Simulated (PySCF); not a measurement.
Species: ZnMe(NH2), `[CH3][Zn][NH2]`. The columns A, B, C and D hold Mulliken, IAO, Hirshfeld and ESP-fitted charges (e) of one PBE0/pcSseg-1 (pcSseg-2 on Zn) density (PySCF), in a shuffled order. Coordinates in Å (PBE0-D3(BJ)/def2-SVP); the density's dipole moment is (-0.02, 0.98, 0.05) D.

```tsv
atom	x	y	z	A	B	C	D
Zn1	-0.009	-0.036	-0.308	+0.793	+1.243	+0.606	+0.479
C2	-0.013	-0.017	1.626	-0.923	-0.976	-0.593	-0.273
H3	0.052	1.008	2.025	+0.164	+0.140	+0.121	+0.020
H4	0.839	-0.586	2.030	+0.204	+0.140	+0.121	+0.021
H5	-0.933	-0.473	2.028	+0.200	+0.140	+0.121	+0.021
N6	0.016	-0.179	-2.125	-1.067	-1.159	-0.718	-0.427
H7	0.842	0.141	-2.625	+0.314	+0.236	+0.171	+0.079
H8	-0.794	0.141	-2.651	+0.315	+0.236	+0.171	+0.079
```

Q: Which column most likely holds the ESP-fitted charges?

A: A. Σ q r misses the density's dipole by 0.07 D (A), 0.44 D (B), 0.58 D (D), 0.98 D (C). Charges fitted to the outside potential are the only set here that is tied to the molecule's multipoles.

Q: And the Hirshfeld charges?

A: D. The mean sizes are 0.175 e (D), 0.328 e (C), 0.498 e (A), 0.534 e (B), and Hirshfeld charges are commonly the smallest of these schemes.

As computed, A = ESP-fitted, B = IAO, C = Mulliken, D = Hirshfeld. Hydrogens on carbon: ESP-fitted +0.16 to +0.20, IAO +0.14 to +0.14, Mulliken +0.12 to +0.12, Hirshfeld +0.02 to +0.02 e.

The Mulliken scheme counts on each atom the diagonal of the density matrix times the overlap matrix over that atom's basis functions. The IAO scheme counts the electrons in orthogonalised intrinsic atomic orbitals, a minimal basis polarised so that it spans the occupied orbitals exactly.

Geometry: PBE0-D3(BJ)/def2-SVP; no solvent, vibrations or thermal averaging.
